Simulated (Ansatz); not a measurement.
Species: GaO, charge 0, doublet. GaO (SMILES [Ga]=[O], doublet).
B3LYP-D3(BJ)/def2-TZVP minimum from Ansatz (a program for electronic structure):
```xyz
2

Ga     0.0000     0.0000    -0.3530
O      0.0000     0.0000     1.3680
```
Charge 0, spin multiplicity 2.

Quantity: atomisation energy (electronic, to ground-state atoms), in kJ/mol. UHF or UKS for unpaired electrons; spin-orbit terms are left out. Cores are frozen in correlated methods (noble-gas shells, and filled d and f shells in the p block). No relativity. CBS(X,Y): correlation extrapolated as X^-3, Hartree-Fock from the larger set (Q,5: extrapolated as (X+1)exp(-9√X)). A bracket is a step between two methods taken in the basis named. Double hybrids freeze cores in their MP2 part. For partners of very few electrons the exact lower level stands in for a higher one. The UHF reference of GaO ([O]=[Ga], doublet) is spin-contaminated (<S^2> up to 0.05 over the pure value in the sets run). The determinant of GaO ([O]=[Ga], doublet) is a saddle point of the SCF energy; a lower one exists, which strains HF and MP2.

CCSD(T)/CBS(cc-pVQZ,cc-pV5Z) + [CCSDT(Q) - CCSD(T)]/cc-pVQZ + [CCSDTQ - CCSDT(Q)]/cc-pVDZ (Ansatz) gives 423.9 kJ/mol.

What does PBE/def2-TZVPD (Ansatz) give here, and how do the other levels compare?

PBE gives 464.1 kJ/mol, 40.2 kJ/mol above it. Differences of the others: r2SCAN/def2-TZVPD (Ansatz) 11.9; B3LYP/def2-TZVPD (Ansatz) -12.6; B2PLYP/def2-TZVPD (Ansatz) -15.3; CCSD(T)/CBS(cc-pVQZ,cc-pV5Z) (Ansatz) -7.0 kJ/mol. Nearer than PBE: r2SCAN/def2-TZVPD, B3LYP/def2-TZVPD, B2PLYP/def2-TZVPD, CCSD(T)/CBS(cc-pVQZ,cc-pV5Z).
